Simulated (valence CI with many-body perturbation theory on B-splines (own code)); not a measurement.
E1 transitions of Cd43+

Computed by valence CI with perturbative core correlation (CI+MBPT): three valence electrons over a frozen Dirac-Fock core [He], a basis of 11 s, 11 p, 9 d, 7 f, 5 g, 2 h, 1 i functions for each j, with the one-electron correlation potential Σ1, the two-electron term Σ2, the three-electron term Σ3, Breit, model QED; selected CI, second order for the rest (own B-spline code, finite nucleus).

The last digits are not significant, and no measured levels were compared; by estimate large intervals hold to a few tenths of a per cent, small ones and those within an open d or f shell to about a per cent.

Lines 101 to 150 of 272 in falling wavelength, among levels below 4625.7 eV, chosen from the strongest by gf and those to the six lowest levels. Wavelengths and rates use the calculated energies. Electric multipoles are in the length gauge, E1 and E2 with the static RPA response of the core. Weak lines are less certain than strong ones. Lines between different terms over intervals too small for the method are left out, as are lines whose strength nearly cancels. The highest levels of a list are the least certain.

Levels are named by their leading jj configuration (3d3/2^4 stands for four electrons in 3d with j = 3/2), which in mixed levels can hold well under half, so a name can repeat and another be missing. Letters in brackets count levels of one name in rising energy.

| λ vac (Å) | Upper | Lower | A (s⁻¹) | log gf | Branch % |
| --- | --- | --- | --- | --- | --- |
| 3.283 | (2s 2p1/2 3s) J=3/2 | (2s 2p1/2 2p3/2) J=3/2 [a] | 8.81e+11 | -2.24 | 4.2 |
| 3.267 | (2s^2 3p3/2) J=3/2 | (2s 2p1/2 2p3/2) J=3/2 [a] | 1.49e+12 | -2.02 | 6.2 |
| 3.231 | (2s 2p1/2 3d3/2) J=3/2 [a] | (2s 2p1/2 2p3/2) J=3/2 [b] | 1.48e+13 | -1.03 | 24.2 |
| 3.222 | (2p1/2 2p3/2 3d3/2) J=3/2 [b] | (2p1/2 2p3/2^2) J=1/2 | 2.62e+13 | -0.79 | 8.0 |
| 3.218 | (2s 2p1/2 3d3/2) J=5/2 | (2s 2p1/2 2p3/2) J=3/2 [b] | 1.72e+12 | -1.79 | 2.4 |
| 3.215 | (2s 2p3/2 3d5/2) J=5/2 [a] | (2s 2p3/2^2) J=3/2 | 2.46e+13 | -0.64 | 11.5 |
| 3.212 | (2s 2p3/2 3d5/2) J=3/2 [a] | (2s 2p3/2^2) J=3/2 | 4.36e+13 | -0.57 | 22.9 |
| 3.211 | (2s 2p3/2 3d5/2) J=3/2 [a] | (2s 2p3/2^2) J=1/2 | 5.09e+13 | -0.50 | 26.8 |
| 3.211 | (2p1/2^2 3d3/2) J=3/2 | (2p1/2^2 2p3/2) J=3/2 | 4.12e+13 | -0.59 | 87.1 |
| 3.208 | (2s 2p1/2 3d5/2) J=5/2 [a] | (2s 2p1/2 2p3/2) J=3/2 [b] | 1.71e+13 | -0.80 | 6.8 |
| 3.208 | (2s 2p1/2 3d3/2) J=1/2 | (2s 2p1/2 2p3/2) J=3/2 [b] | 8.21e+12 | -1.60 | 1.9 |
| 3.207 | (2s 2p1/2 3d3/2) J=3/2 [b] | (2s 2p1/2 2p3/2) J=3/2 [b] | 1.31e+13 | -1.09 | 4.0 |
| 3.198 | (2s 2p3/2 3d5/2) J=1/2 | (2s 2p3/2^2) J=1/2 | 2.16e+14 | -0.18 | 79.1 |
| 3.195 | (2p1/2 2p3/2 3p1/2) J=1/2 | (2s 2p3/2^2) J=1/2 | 4.29e+13 | -0.88 | 56.4 |
| 3.195 | (2s 2p1/2 3d3/2) J=3/2 [a] | (2s 2p1/2 2p3/2) J=5/2 | 1.26e+12 | -2.11 | 2.1 |
| 3.194 | (2p1/2 2p3/2 3d3/2) J=3/2 [b] | (2p1/2 2p3/2^2) J=5/2 | 3.71e+13 | -0.64 | 11.3 |
| 3.194 | (2p1/2 2p3/2 3d5/2) J=5/2 | (2p1/2 2p3/2^2) J=5/2 | 8.80e+13 | -0.09 | 32.5 |
| 3.190 | (2s 2p1/2 3d5/2) J=3/2 | (2s 2p1/2 2p3/2) J=1/2 | 1.86e+14 | 0.06 | 78.6 |
| 3.189 | (2p1/2^2 3d5/2) J=5/2 | (2p1/2^2 2p3/2) J=3/2 | 2.19e+14 | 0.30 | 98.9 |
| 3.189 | (2p1/2 2p3/2 3d3/2) J=5/2 [b] | (2p1/2 2p3/2^2) J=3/2 | 4.21e+13 | -0.41 | 16.8 |
| 3.188 | (2s 2p1/2 3d5/2) J=3/2 | (2s 2p1/2 2p3/2) J=3/2 [b] | 4.02e+13 | -0.61 | 16.9 |
| 3.188 | (2s 2p1/2 3d5/2) J=5/2 [b] | (2s 2p1/2 2p3/2) J=3/2 [b] | 1.94e+14 | 0.25 | 81.7 |
| 3.186 | (2p1/2 2p3/2 3d5/2) J=3/2 | (2p1/2 2p3/2^2) J=3/2 | 6.32e+13 | -0.42 | 36.5 |
| 3.182 | (2s 2p1/2 3d3/2) J=5/2 | (2s 2p1/2 2p3/2) J=5/2 | 3.66e+13 | -0.48 | 50.0 |
| 3.181 | (2s 2p3/2 3d3/2) J=3/2 [b] | (2s 2p3/2^2) J=3/2 | 5.93e+13 | -0.44 | 20.5 |
| 3.180 | (2s 2p3/2 3d3/2) J=5/2 [a] | (2s 2p3/2^2) J=5/2 | 1.50e+13 | -0.86 | 5.2 |
| 3.180 | (2s 2p3/2 3d3/2) J=3/2 [b] | (2s 2p3/2^2) J=1/2 | 6.85e+13 | -0.38 | 23.6 |
| 3.179 | (2p1/2 2p3/2 3d3/2) J=3/2 [b] | (2p1/2 2p3/2^2) J=3/2 | 1.01e+14 | -0.21 | 30.7 |
| 3.179 | (2p1/2 2p3/2 3d5/2) J=5/2 | (2p1/2 2p3/2^2) J=3/2 | 1.06e+14 | -0.01 | 39.3 |
| 3.178 | (2s 2p3/2 3d3/2) J=3/2 [a] | (2s 2p3/2^2) J=5/2 | 3.42e+13 | -0.68 | 10.3 |
| 3.178 | (2s 2p3/2 3d3/2) J=7/2 | (2s 2p3/2^2) J=5/2 | 1.27e+13 | -0.81 | 5.3 |
| 3.178 | (2s 2p3/2 3d3/2) J=1/2 [b] | (2s 2p3/2^2) J=3/2 | 4.09e+13 | -0.91 | 16.5 |
| 3.172 | (2s 2p1/2 3d5/2) J=5/2 [a] | (2s 2p1/2 2p3/2) J=5/2 | 2.56e+13 | -0.63 | 10.2 |
| 3.172 | (2s 2p1/2 3d3/2) J=3/2 [a] | (2s 2p1/2 2p3/2) J=3/2 [a] | 2.00e+13 | -0.92 | 32.6 |
| 3.171 | (2s 2p1/2 3d3/2) J=3/2 [b] | (2s 2p1/2 2p3/2) J=5/2 | 1.03e+13 | -1.21 | 3.1 |
| 3.170 | (2s 2p3/2 3s) J=5/2 | (2s 2p1/2 2p3/2) J=3/2 [b] | 9.79e+11 | -2.05 | 4.6 |
| 3.167 | (2s 2p3/2 3d5/2) J=5/2 [b] | (2s 2p3/2^2) J=3/2 | 3.71e+14 | 0.52 | 97.8 |
| 3.166 | (2s^2 3d3/2) J=3/2 | (2s^2 2p3/2) J=3/2 | 2.21e+13 | -0.88 | 7.4 |
| 3.164 | (2s 2p3/2 3d5/2) J=3/2 [b] | (2s 2p3/2^2) J=3/2 | 9.42e+13 | -0.25 | 36.0 |
| 3.163 | (2s 2p3/2 3d5/2) J=3/2 [b] | (2s 2p3/2^2) J=1/2 | 1.63e+14 | -0.01 | 62.1 |
| 3.162 | (2s 2p3/2 3d5/2) J=5/2 [a] | (2s 2p3/2^2) J=5/2 | 1.86e+14 | 0.22 | 86.8 |
| 3.160 | (2s 2p1/2 3d5/2) J=7/2 | (2s 2p1/2 2p3/2) J=5/2 | 2.31e+14 | 0.44 | 100.0 |
| 3.159 | (2s 2p1/2 3d3/2) J=5/2 | (2s 2p1/2 2p3/2) J=3/2 [a] | 3.44e+13 | -0.51 | 47.1 |
| 3.159 | (2s 2p3/2 3d5/2) J=3/2 [a] | (2s 2p3/2^2) J=5/2 | 3.70e+13 | -0.66 | 19.5 |
| 3.158 | (2s 2p1/2 3p1/2) J=3/2 | (2s^2 2p3/2) J=3/2 | 2.54e+13 | -0.82 | 62.2 |
| 3.158 | (2s 2p3/2 3s) J=3/2 [a] | (2s 2p1/2 2p3/2) J=3/2 [b] | 7.92e+11 | -2.32 | 1.7 |
| 3.154 | (2s 2p3/2 3d5/2) J=7/2 [a] | (2s 2p3/2^2) J=5/2 | 3.53e+14 | 0.62 | 93.9 |
| 3.152 | (2s 2p1/2 3d5/2) J=3/2 | (2s 2p1/2 2p3/2) J=5/2 | 5.06e+11 | -2.52 | 0.2 |
| 3.152 | (2s 2p1/2 3d5/2) J=5/2 [b] | (2s 2p1/2 2p3/2) J=5/2 | 2.08e+13 | -0.73 | 8.8 |
| 3.150 | (2s 2p1/2 3d5/2) J=5/2 [a] | (2s 2p1/2 2p3/2) J=3/2 [a] | 2.07e+14 | 0.27 | 82.8 |

**Question.** How does gf follow from A for the line at 3.215 Å?

**Answer.** gf = 1.4992 × (2J+1)_upper × A / σ², with σ = 31099490 cm⁻¹ and 2J+1 = 6: gf = 0.229.
